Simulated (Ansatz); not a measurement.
Computed with PBE0-D3(BJ)/def2-TZVP (Ansatz, a quantum-chemistry and plane-wave program). No frequencies were computed at this level.

Ansatz 0.2 input:
```yaml
crystal:
  periodic: [false, false, false]
  atoms:
    - { symbol: O, position_ang: [-0.810545, -0.684279, -0.000615] }
    - { symbol: B, position_ang: [0.322223, 0.009059, 0.002202] }
    - { symbol: Cl, position_ang: [1.807404, -0.858817, 0.014977] }
    - { symbol: Cl, position_ang: [0.333439, 1.75936, -0.007028] }
    - { symbol: H, position_ang: [-1.652521, -0.225323, -0.009535] }
basis:
  gaussian: { orbitals: def2-tzvp }
hamiltonian:
  xc: pbe0
  dispersion: d3bj
relax:
  max_steps: 150
```

Output:

```
Functional definition: PBE0
900 factors; their error is unknown
mean field evaluation 1: about -27775.2005 eV, gradient 5.0e1 eV
mean field evaluation 2: about -27768.1347 eV, gradient 7.9e1 eV
mean field evaluation 4: about -27779.1809 eV, gradient 2.2e0 eV
mean field evaluation 8: about -27779.1921 eV, gradient 2.8e-2 eV
mean field evaluation 16: about -27779.2727 eV, gradient 2.1e-5 eV
mean field -27779.27271852 eV, -1020.8694429382 hartree, gradient 2.2e-5 eV, S^2 0.000000; 0 other end points of the search recorded, 0 dependent functions left out
reference -27779.27274343 eV, -1020.8694438538 hartree; 24, 24 occupied and 118, 118 virtual orbitals, 900 factors
relax step   1: F+E_penalty+E_count = -27779.36830056 eV  Δ(F+E_penalty+E_count) = +0.000e0 eV  max|allowed force component| = 6.780e-1 eV/Å  Δτ_max = 0.0000 Å  (26 SCF iters, accepted)
these checks for a lower state are left out or cut short: starts, cluster_reference, orbital_swaps, neighbouring_geometries, increment
900 factors; their error is unknown
mean field -27779.29029187 eV, -1020.8700887468 hartree, gradient 1.1e-5 eV, S^2 0.000000; 0 other end points of the search recorded, 0 dependent functions left out
reference -27779.29031679 eV, -1020.8700896628 hartree; 24, 24 occupied and 118, 118 virtual orbitals, 900 factors
relax step   2: F+E_penalty+E_count = -27779.38571747 eV  Δ(F+E_penalty+E_count) = -1.742e-2 eV  max|allowed force component| = 4.522e-1 eV/Å  Δτ_max = 0.0139 Å  (31 SCF iters, accepted)
these checks for a lower state are left out or cut short: starts, cluster_reference, orbital_swaps, neighbouring_geometries, increment
900 factors; their error is unknown
mean field -27779.30304336 eV, -1020.8705573557 hartree, gradient 1.1e-5 eV, S^2 0.000000; 0 other end points of the search recorded, 0 dependent functions left out
reference -27779.30306828 eV, -1020.8705582714 hartree; 24, 24 occupied and 118, 118 virtual orbitals, 900 factors
relax step   3: F+E_penalty+E_count = -27779.39839359 eV  Δ(F+E_penalty+E_count) = -1.268e-2 eV  max|allowed force component| = 1.394e-1 eV/Å  Δτ_max = 0.0419 Å  (30 SCF iters, accepted)
these checks for a lower state are left out or cut short: starts, cluster_reference, orbital_swaps, neighbouring_geometries, increment
900 factors; their error is unknown
mean field evaluation 32: about -27779.2203 eV, gradient 1.3e0 eV
mean field -27779.30457616 eV, -1020.8706136850 hartree, gradient 1.1e-5 eV, S^2 0.000000; 0 other end points of the search recorded, 0 dependent functions left out
reference -27779.30460106 eV, -1020.8706145998 hartree; 24, 24 occupied and 118, 118 virtual orbitals, 900 factors
relax step   4: F+E_penalty+E_count = -27779.40006516 eV  Δ(F+E_penalty+E_count) = -1.672e-3 eV  max|allowed force component| = 4.283e-2 eV/Å  Δτ_max = 0.0195 Å  (30 SCF iters, accepted)
these checks for a lower state are left out or cut short: starts, cluster_reference, orbital_swaps, neighbouring_geometries, increment
900 factors; their error is unknown
mean field -27779.30475962 eV, -1020.8706204269 hartree, gradient 1.1e-5 eV, S^2 0.000000; 0 other end points of the search recorded, 0 dependent functions left out
reference -27779.30478452 eV, -1020.8706213419 hartree; 24, 24 occupied and 118, 118 virtual orbitals, 900 factors
relax step   5: F+E_penalty+E_count = -27779.40022796 eV  Δ(F+E_penalty+E_count) = -1.628e-4 eV  max|allowed force component| = 3.783e-3 eV/Å  Δτ_max = 0.0056 Å  (31 SCF iters, accepted)
900 factors; their error is unknown
mean field evaluation 64: about -27779.3048 eV, gradient 2.4e-5 eV
mean field -27779.30475962 eV, -1020.8706204269 hartree, gradient 5.9e-5 eV, S^2 0.000000; 1 other end points of the search recorded, 0 dependent functions left out
reference -27779.30478452 eV, -1020.8706213419 hartree; 24, 24 occupied and 118, 118 virtual orbitals, 900 factors
Total energy: -27779.40025286 eV, -1020.8741297387 hartree
Atom 0 at    -0.826303    -0.715767    -0.001261 Å, force    -0.003783     0.000767    -0.000028 eV/Å
Atom 1 at     0.312280    -0.008140     0.001933 Å, force    -0.000568    -0.001781    -0.000013 eV/Å
Atom 2 at     1.833853    -0.862558     0.015581 Å, force    -0.000317     0.000583     0.000003 eV/Å
Atom 3 at     0.296386     1.753290    -0.007349 Å, force     0.001419     0.003006    -0.000003 eV/Å
Atom 4 at    -1.616216    -0.166824    -0.008903 Å, force     0.003248    -0.002575     0.000040 eV/Å
Dipole moment:    -0.356509     0.116217    -0.002762 e Å
```

Cost: around 27 core-seconds (rough).
